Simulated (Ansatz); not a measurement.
A nudged elastic band was laid between two geometries of CH2FTe (5 atoms, charge -1, multiplicity 1).

Computed with RKS BHLYP-D4/def2-SVP (Ansatz).

```
movable images  : 9
climbing image  : yes
spring          : 5.0 eV/Å²
optimiser       : quadratic models (default)
start path      : through a guess of the saddle point
force threshold : 0.03 eV/Å
iteration limit : 50
end points      : relaxed
```

First end point:

```xyz
5
Properties=species:S:1:pos:R:3
F -1.443 -0.538 0.822
C -0.527 -0.670 -0.231
Te 1.196 0.813 0.219
H 0.071 -1.560 0.081
H 0.703 1.954 -0.890
```

Last end point:

```xyz
5
Properties=species:S:1:pos:R:3
F -1.526 -0.546 0.699
C -0.181 -0.895 0.532
Te 1.078 0.916 0.336
H -0.144 -1.310 -0.495
H 0.773 1.836 -1.072
```

Question: What changes between the two ends?

Answer: No bond is made or broken. The height of C2 over the plane of its neighbours goes from -0.66 to 0.57 Å.

Question: Give the energies along the band, and the barrier.

Answer: It converged. The highest image is number 5 of 0 to 10, 11.9 kcal/mol above the first end and 13.4 kcal/mol above the last; the last end lies 1.5 kcal/mol below the first. A vibrational analysis at the climbing image gives one clearly imaginary mode, 620i cm⁻¹: a first-order saddle point. Limits of this set-up: an anion without diffuse functions, the dipole of an ion depends on the origin.

| image | path coordinate (Å) | energy (kcal/mol) | height of C2 over the plane of its neighbours (Å) |
| --- | --- | --- | --- |
| 0 | 0.00 | 0.0 | -0.66 |
| 1 | 0.14 | 0.1 | -0.65 |
| 2 | 0.28 | 1.7 | -0.57 |
| 3 | 0.42 | 6.0 | -0.44 |
| 4 | 0.56 | 10.3 | -0.30 |
| 5 | 0.71 | 11.9 | -0.14 |
| 6 | 0.87 | 10.0 | 0.04 |
| 7 | 1.02 | 5.4 | 0.22 |
| 8 | 1.18 | 0.9 | 0.39 |
| 9 | 1.34 | -1.2 | 0.52 |
| 10 | 1.50 | -1.5 | 0.57 |

Question: What is the geometry of the highest image?

Answer: 
```xyz
5
Properties=species:S:1:pos:R:3:forces:R:3
F -1.508 -0.568 0.806 0.01 0.00 0.00
C -0.287 -0.619 0.126 -0.01 -0.01 0.00
Te 1.049 0.846 0.319 0.00 0.00 0.00
H -0.030 -1.619 -0.204 0.00 0.01 0.00
H 0.776 1.961 -1.046 0.00 0.00 0.00
```

Question: What are the harmonic wavenumbers there?

Answer: 620i, 301, 453, 692, 745, 1066, 1279, 1500, 3272 cm⁻¹.

Run time: 2.9 min on 1 thread of Intel(R) Xeon(R) Platinum 8488C (Sapphire Rapids), on a shared host, peak memory 0.14 GiB.
